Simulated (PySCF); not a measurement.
The multiplicity is imposed and other spin states were not computed.

## [Cu(H2O)(F)] (charge 0, multiplicity 1)

Computed with PBE-D3(BJ)/def2-TZVP // TPSS-D3(BJ)/def2-SVP in PySCF.

| Property | Result |
|---|---|
| HOMO | -5.05 eV |
| dipole moment | 7.55 D |
| HOMO–LUMO gap | 2.81 eV |
| LUMO | -2.24 eV |
| charge on the central atom (Mulliken) | 0.31 e |
| charge on the central atom (meta-Löwdin) | 0.56 e |
| total energy | -1816.4989 Ha |
| cost | roughly 14 core-seconds |

```xyz
5

Cu    -0.0851    -0.1144     0.0072
O     -0.8547    -1.3756     1.2461
H     -0.5577    -1.1933     2.1598
H     -0.5453    -2.2826     1.0513
F      0.6123     1.0187    -1.1121
```
Charge 0, spin multiplicity 1.
